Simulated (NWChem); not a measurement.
Species: C$_{2}$H$_{4}$N cation; SMILES CC#[NH+]

All runs: NWChem. Pople sets run with spherical d functions. All runs use the structure optimised with PBE0/def2-SVP. Vertical excitations in the gas phase.

**Question.** Estimate the computed values for PBE0/6-31G*, full TDDFT. Quantities: lowest excitation, singlet (eV); oscillator strength of that lowest state; orbital gap (eV).

**Answer.** 
```
Item                                      Result
----------------------------------------  ------
lowest excitation, singlet (eV)             8.11
oscillator strength of that lowest state   0.000
orbital gap (eV)                           10.55
```
